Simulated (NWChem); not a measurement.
# MgHOBr; SMILES [OH][Mg][Br]

```xyz
4

Mg    -0.0524    -0.9987    -0.0006
Br     0.2686     1.3258     0.0009
O     -0.2930    -2.7343    -0.0018
H     -0.4198    -3.6766    -0.0024
```
Atoms are numbered in this order, from 1.

Structure relaxed at the PBE0/def2-SVP level. B3LYP is NWChem's, with the RPA form of VWN correlation.

Spin-orbit effects, on the heavy nuclei and on their neighbours, are missing.

Problem. Give the principal values of the shielding tensors (ppm) of Mg1, Br2, O3 from B3LYP/6-311G** (spherical d), GIAO (NWChem), with their diamagnetic and paramagnetic parts as GIAO splits them.

Solution. 
| atom | σ11 | σ22 | σ33 | isotropic | diamagnetic | paramagnetic |
|---|---|---|---|---|---|---|
| Mg1 | 433.8 | 433.8 | 716.7 | 528.1 | 712.7 | -184.6 |
| Br2 | 2990.7 | 2990.8 | 3127.9 | 3036.5 | 3121.3 | -84.9 |
| O3 | 344.9 | 344.9 | 417.9 | 369.2 | 388.8 | -19.6 |
